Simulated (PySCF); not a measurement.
## [CeF4]− relaxed at several levels

Computed with PySCF 2.14.0, def2-SVP on the ligands, density fitting, scalar-relativistic core potentials, no spin-orbit coupling, vacuum. Each row is relaxed at its own level from the same template. Distances are means of the shortest metal–ligand contacts, charges and spins Mulliken's; removal energies are rigid, with the ligand's formal charge and no counterpoise, so too large; for an anion taken off a cation in vacuum most of it is the attraction of opposite charges, and multiply charged cations can part far more cheaply with an electron moved from ligand to metal. lcecp potentials hold a fixed number of 4f electrons in the core, out of states, spins and gaps.

```json
{"level": "BP86", "basis on the metal": "lcecp-1-SVP with ECP47", "point group": "Td", "M–F (Å)": "2.189", "charge on M (e)": "0.89", "removal of one F (eV)": "6.42", "strongest infrared band, degenerate modes summed (cm⁻¹)": "468", "unstable modes (below −25 cm⁻¹)": "0"}
```

What does the calculation give for PBE0, lcecp-1-SVP with ECP47?

point group: Td, M–F (Å): 2.178, charge on M (e): 1.13, removal of one F (eV): 6.33, strongest infrared band, degenerate modes summed (cm⁻¹): 480, unstable modes (below −25 cm⁻¹): 0.
```xyz
5

Ce    0.0000    0.0000    0.0000
F     1.2573    1.2573    1.2573
F    -1.2573   -1.2573    1.2573
F     1.2573   -1.2573   -1.2573
F    -1.2573    1.2573   -1.2573
```

One start shape was tried for each, so a minimum needn't be the lowest isomer.
